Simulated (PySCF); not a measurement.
One conformer, no solvent model, relativity neglected, averaged over atoms made equivalent by symmetry, fast rotation or ring inversion. GFN2-xTB structure; σ from GIAO-PBE0/pcSseg-1; PySCF 2.14.

δ = σ(ref) − σ, references computed at the same level: TMS for ¹H, ¹³C. Shifts are as computed. Against solution values, carbons near 30 ppm lie about +3 ppm off and those near 130 ppm about +5 ppm; carbons on Cl a further +6 ppm. Of 1211 compounds with measured shifts, 218 miss one by over three times the rms of a fit or turn the order of signals round; such compounds aren't used in these exercises. Carbons bonded to Cl come out too deshielded. OH and NH positions are gas-phase values without hydrogen bonding to other molecules.

(1) Order these molecules by the shift of their most shielded carbon, lowest δ first.
A. CN(C)[SiH2]C#C[SiH3]
B. CC(=O)[P@]1(=O)C(C)=C1F
C. NP(c1ccoc1)N([SiH3])[SiH3]

(2) How many ¹³C and ¹H signals does each give (equivalence by symmetry and fast rotation, but not about amide C–N or C=N bonds)? `ClC(Cl)(Cl)C1=C[SiH2]C=C1`, `NP(c1ccoc1)N([SiH3])[SiH3]`, `CC(=O)[P@]1(=O)C(C)=C1F`, `CN(C)[SiH2]C#C[SiH3]`

Answers

(1) B (11.6 ppm, allylic methyl carbon), A (40.7 ppm, methyl carbon bonded to N), C (119.5 ppm, aromatic CH).

(2) ClC(Cl)(Cl)C1=C[SiH2]C=C1: 5 C, 4 H; NP(c1ccoc1)N([SiH3])[SiH3]: 4 C, 5 H; CC(=O)[P@]1(=O)C(C)=C1F: 5 C, 2 H; CN(C)[SiH2]C#C[SiH3]: 3 C, 3 H.
